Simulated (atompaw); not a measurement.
Logarithmic derivatives: Bi, PAW (atompaw)

Bi (Z = 83), PAW, made with atompaw 4.2.0.5 (PBE, scalar-relativistic). Core [Xe] 4f14, reference 5d10 6s2 6p3. Waves: 6s (bound): rc 2.10 bohr; 6s channel at 0.6 Ry: rc 1.95 bohr; 6p (bound): rc 2.10 bohr; 6p channel at 0.75 Ry: rc 2.10 bohr; 5d (bound): rc 2.10 bohr; 5d channel at -0.5 Ry: rc 2.10 bohr. Local part: bessel scheme, radius 1.70 bohr. Core correction: smooth core density matched at 1.30 bohr. Augmentation charge: besselshape compensation charge, radius 1.60 bohr; PAW radius 2.10 bohr; waves and projectors: custom polynom gramschmidtortho.

The phase is arctan(r·u′/u) with u = r·R(r), unwrapped; energies in Ry, scanned from -4 to 5 Ry. A pole is an energy at which the radial function vanishes at the test radius. The pseudo phase is shifted by a multiple of π to meet the all-electron one at the reference energy, and phase errors are pseudo minus all-electron; the curves can meet again beyond the range given. Levels narrower than the energy grid can be missing from the lists of poles.

**Question.** For each channel, where are the poles, and over which energies does the pseudopotential scatter like the atom?

**Answer.**

```tsv
channel	radius (bohr)	reference energy (Ry)	poles, all-electron	poles, pseudo	unbroken range about the reference energy with phases within 0.05 rad	phase error 1 Ry above the reference energy (rad)
s	2.10	-1.06	2.19	2.19	the whole range	+0.000
p	2.10	-0.34	4.83	-3.09, 4.94	above -3.0	+0.000
d	2.10	-1.99	-1.54	-1.54	the whole range	+0.000
```

Note: ghost state, extra bound levels that the all-electron valence spectrum of the same l lacks: p at -42.4 eV. A true bound ghost makes a file unfit for plane-wave use.

Phases in the p channel:

```
E (Ry)  all-electron  pseudo
 -4.00         1.307   4.428
 -3.52         1.283   4.392
 -3.04         1.254   1.351
 -2.56         1.216   1.226
 -2.08         1.164   1.168
 -1.60         1.091   1.092
 -1.12         0.977   0.977
 -0.64         0.782   0.782
 -0.16         0.419   0.419
  0.32        -0.181  -0.181
  0.80        -0.743  -0.743
  1.28        -1.064  -1.064
  1.76        -1.240  -1.239
  2.24        -1.345  -1.344
  2.72        -1.415  -1.414
  3.20        -1.465  -1.463
  3.68        -1.504  -1.501
  4.16        -1.535  -1.532
  4.64        -1.561  -1.557
```
